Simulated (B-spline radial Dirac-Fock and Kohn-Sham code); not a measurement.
**Elastic scattering of 1.63 keV electrons by the free aluminum atom**

The computed values come from a radial atomic solver: relativistic (Dirac) partial waves in the static field of the Dirac-Fock atom with Furness-McCarthy exchange, without polarisation or absorption potentials.

| θ (°) | dσ/dΩ (a₀²/sr) | Sherman function |
| --- | --- | --- |
| 5 | 28.2 | 0.000 |
| 10 | 4.93 | 0.000 |
| 15 | 1.63 | 0.000 |
| 20 | 0.751 | 0.000 |
| 25 | 0.400 | 0.001 |
| 30 | 0.235 | 0.001 |
| 35 | 0.150 | 0.001 |
| 40 | 0.102 | 0.000 |
| 45 | 0.0734 | 0.000 |
| 50 | 0.0550 | -0.001 |
| 55 | 0.0426 | -0.001 |
| 60 | 0.0338 | -0.002 |
| 65 | 0.0275 | -0.003 |
| 70 | 0.0227 | -0.004 |
| 75 | 0.0191 | -0.005 |
| 80 | 0.0163 | -0.006 |
| 85 | 0.0141 | -0.006 |
| 90 | 0.0124 | -0.007 |
| 95 | 0.0110 | -0.008 |
| 100 | 0.00985 | -0.008 |
| 105 | 0.00892 | -0.009 |
| 110 | 0.00816 | -0.009 |
| 115 | 0.00753 | -0.009 |
| 120 | 0.00700 | -0.009 |
| 125 | 0.00657 | -0.009 |
| 130 | 0.00620 | -0.008 |
| 135 | 0.00589 | -0.008 |
| 140 | 0.00564 | -0.007 |
| 145 | 0.00543 | -0.006 |
| 150 | 0.00525 | -0.006 |
| 155 | 0.00511 | -0.005 |
| 160 | 0.00500 | -0.004 |
| 165 | 0.00492 | -0.003 |
| 170 | 0.00486 | -0.002 |
| 175 | 0.00482 | -0.001 |

The total elastic cross section is 3.13 a₀², the first transport cross section 0.203 a₀² and the second, weighted with (3/2) sin²θ, 0.386 a₀². The mean deflection is ⟨1 − cos θ⟩ = 0.0650, and 1.5 % of the collisions scatter beyond 90°.
